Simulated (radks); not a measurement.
Results of a calculation; reference values are marked as such.
Valence configurations of Tb (all share [Xe]). Code: a radial shooting solver on a logarithmic mesh with Libxc functionals. Model: Dirac Kohn-Sham, LDA (Slater exchange, Perdew-Wang correlation), spin-unpolarised, spherical densities, finite nucleus; open shells fill j = l - 1/2 first; Fermi nuclear charge, rms radius 5.06 fm. Energies are relative to 4f9 6s2; eigenvalues in eV.

4f9 6s2: E (eV) 0.000; e(4f5/2) -3.540; e(4f7/2) -2.756; e(6s1/2) -3.850
4f9 5d0.5 6s1.5: E (eV) 1.166; e(4f5/2) -2.988; e(4f7/2) -2.206; e(5d3/2) -1.289; e(6s1/2) -3.676
4f7 5d2 6s2: E (eV) 11.920; e(4f5/2) -15.958; e(4f7/2) -15.054; e(5d3/2) -3.753; e(6s1/2) -4.599
4f9 5d1 6s1: E (eV) 2.381; e(4f5/2) -2.598; e(4f7/2) -1.816; e(5d3/2) -1.107; e(6s1/2) -3.571
4f9 5d2: E (eV) 4.888; e(4f5/2) -2.190; e(4f7/2) -1.408; e(5d3/2) -0.986
4f8 5d1 6s2: E (eV) 3.419; e(4f5/2) -9.364; e(4f7/2) -8.520; e(5d3/2) -2.697; e(6s1/2) -4.308
4f8.5 5d0.5 6s1.5 6p0.5: E (eV) 2.450; e(4f5/2) -6.949; e(4f7/2) -6.134; e(5d3/2) -2.620; e(6p1/2) -1.783; e(6s1/2) -4.460
4f8 5d2 6s1: E (eV) 5.237; e(4f5/2) -7.910; e(4f7/2) -7.067; e(5d3/2) -1.880; e(6s1/2) -3.875

NIST lists [Xe] 4f9 6s2 as the ground configuration; this level of theory agrees among the configurations tried. The energies are those of spherical spin-averaged densities, not of single terms. No valid solution was reached for [Xe] 4f10 6s1; [Xe] 4f10 5d1.
